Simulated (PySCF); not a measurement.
Species: `c1c(O)ccc(c1)C=C` (4-vinylphenol). The columns A, B, C and D hold Mulliken, IAO, Hirshfeld and ESP-fitted charges (e) of one PBE0/pcSseg-1 density (PySCF), in a shuffled order. Coordinates in Å (GFN2-xTB); the density's dipole moment is (-0.32, -0.86, 1.04) D.

```json
{"atom": "C1", "x": "2.979", "y": "-0.797", "z": "-0.005", "A": "-0.122", "B": "-0.324", "C": "-0.447", "D": "-0.108"}
{"atom": "C2", "x": "2.046", "y": "-0.015", "z": "-0.535", "A": "-0.130", "B": "-0.134", "C": "-0.174", "D": "-0.048"}
{"atom": "C3", "x": "0.648", "y": "0.078", "z": "-0.134", "A": "-0.232", "B": "-0.025", "C": "+0.121", "D": "-0.015"}
{"atom": "C4", "x": "-0.190", "y": "0.976", "z": "-0.800", "A": "-0.015", "B": "-0.139", "C": "-0.219", "D": "-0.044"}
{"atom": "C5", "x": "-1.519", "y": "1.107", "z": "-0.464", "A": "-0.084", "B": "-0.190", "C": "-0.281", "D": "-0.070"}
{"atom": "C6", "x": "-2.055", "y": "0.334", "z": "0.562", "A": "+0.181", "B": "+0.217", "C": "+0.442", "D": "+0.076"}
{"atom": "O7", "x": "-3.371", "y": "0.488", "z": "0.870", "A": "-0.381", "B": "-0.472", "C": "-0.587", "D": "-0.185"}
{"atom": "C8", "x": "-1.235", "y": "-0.565", "z": "1.235", "A": "-0.111", "B": "-0.212", "C": "-0.435", "D": "-0.078"}
{"atom": "C9", "x": "0.095", "y": "-0.689", "z": "0.891", "A": "-0.006", "B": "-0.134", "C": "-0.079", "D": "-0.043"}
{"atom": "H10", "x": "3.990", "y": "-0.792", "z": "-0.377", "A": "+0.118", "B": "+0.154", "C": "+0.189", "D": "+0.046"}
{"atom": "H11", "x": "2.784", "y": "-1.469", "z": "0.813", "A": "+0.115", "B": "+0.140", "C": "+0.179", "D": "+0.042"}
{"atom": "H12", "x": "2.319", "y": "0.638", "z": "-1.355", "A": "+0.082", "B": "+0.144", "C": "+0.158", "D": "+0.046"}
{"atom": "H13", "x": "0.214", "y": "1.584", "z": "-1.597", "A": "+0.076", "B": "+0.151", "C": "+0.162", "D": "+0.051"}
{"atom": "H14", "x": "-2.164", "y": "1.801", "z": "-0.979", "A": "+0.099", "B": "+0.164", "C": "+0.196", "D": "+0.052"}
{"atom": "H15", "x": "-3.611", "y": "-0.104", "z": "1.593", "A": "+0.237", "B": "+0.364", "C": "+0.433", "D": "+0.181"}
{"atom": "H16", "x": "-1.646", "y": "-1.169", "z": "2.035", "A": "+0.091", "B": "+0.144", "C": "+0.183", "D": "+0.046"}
{"atom": "H17", "x": "0.709", "y": "-1.395", "z": "1.429", "A": "+0.081", "B": "+0.151", "C": "+0.160", "D": "+0.051"}
```

Problem. Which column most likely holds the ESP-fitted charges?

Solution. C. Σ q r misses the density's dipole by 0.02 D (C), 0.56 D (B), 0.82 D (D), 1.48 D (A). Charges fitted to the outside potential are the only set here that is tied to the molecule's multipoles.

Problem. And the Hirshfeld charges?

Solution. D. The mean sizes are 0.070 e (D), 0.127 e (A), 0.192 e (B), 0.261 e (C), and Hirshfeld charges are commonly the smallest of these schemes.

As computed, A = Mulliken, B = IAO, C = ESP-fitted, D = Hirshfeld. Hydrogens on carbon: Mulliken +0.08 to +0.12, IAO +0.14 to +0.16, ESP-fitted +0.16 to +0.20, Hirshfeld +0.04 to +0.05 e.

The Hirshfeld scheme divides the density at each point in proportion to the densities of the neutral, spherically averaged free atoms. The ESP scheme is a least-squares fit of atom-centred charges to the potential on four shells outside the van der Waals surface, with the total charge fixed.

One conformer (not necessarily the lowest) at the GFN2-xTB geometry, without solvent, vibrations or thermal averaging.

The run behind these numbers computed NMR shieldings as well. Hardware: x86-64 server, one thread, no GPU (shared host). Cost: 44 s wall.

Conformer computed: `[CH2:1]=[CH:2][c:3]1[cH:4][cH:5][c:6]([OH:7])[cH:8][cH:9]1`: C1–C2–C3–C4 179°, H–O7–C6–C5 180°.
